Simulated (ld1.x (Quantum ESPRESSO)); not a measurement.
## Which change was made? (Ca, RRKJ)

```json
{
  "Element": "calcium (Ca)",
  "Generator": "ld1.x (Quantum ESPRESSO) 7.5",
  "Type": "norm-conserving RRKJ (Kleinman–Bylander form)",
  "Functional": "LDA (PZ)",
  "Relativity": "scalar-relativistic",
  "Frozen core": "[Ar]",
  "Valence charge": "2",
  "Reference configuration": "3d0.5 4s1.5 4p0",
  "Partial waves": "4p (bound, empty): rc 3.05 bohr; 3d (bound): rc 2.35 bohr; 4s (bound): rc 2.60 bohr",
  "Local potential": "the s channel",
  "Core correction": "a·sin(br)/r model core inside 1.90 bohr",
  "rho0": "0.001"
}
```

Cutoffs, loose and tight: the cutoffs (Ry, on a coarse ladder) from which the occupation-weighted sum of valence levels, in a spherical-Bessel basis at the reference potential, stays within 10 and 1 mRy of its value at 400 Ry. They do not see the model core or the augmentation charge, which bear on the density cutoff. Test errors are all-electron minus pseudo excitation energies from the reference, over the configurations 3d0 4s2 4p0; 3d0 4s1 4p0; 3d0 4s1.5 4p0; 3d1 4s1 4p0; 3d0 4s1 4p1; 3d0 4s0 4p1; 3d0 4s0 4p2 (two spin-polarised tests are not counted in the largest error); variants that change the core or the reference have their own tests.

The base gives: outcome: generated; cutoff, loose: 21 Ry; cutoff, tight: 30 Ry; bound ghosts: none; largest test error (meV): -72.

After one change the result is: outcome: generated; cutoff, loose: 18 Ry; cutoff, tight: 21 Ry; bound ghosts: none; largest test error (meV): -65. Which change was it?
A. all radii but the core radius scaled by about 0.81 (s 2.10, p 2.48, d 1.90 bohr)
B. all radii but the core radius scaled by about 1.16 (s 3.00, p 3.52, d 2.72 bohr)
C. all radii but the core radius scaled by about 1.39 (s 3.62, p 4.24, d 3.28 bohr)

B. The others give: all radii but the core radius scaled by about 1.39 (s 3.62, p 4.24, d 3.28 bohr) → outcome: generated; cutoff, loose: 12 Ry; cutoff, tight: 15 Ry; bound ghosts: none; largest test error (meV): -48 | all radii but the core radius scaled by about 0.81 (s 2.10, p 2.48, d 1.90 bohr) → outcome: failed: compute_chi: n is too large.
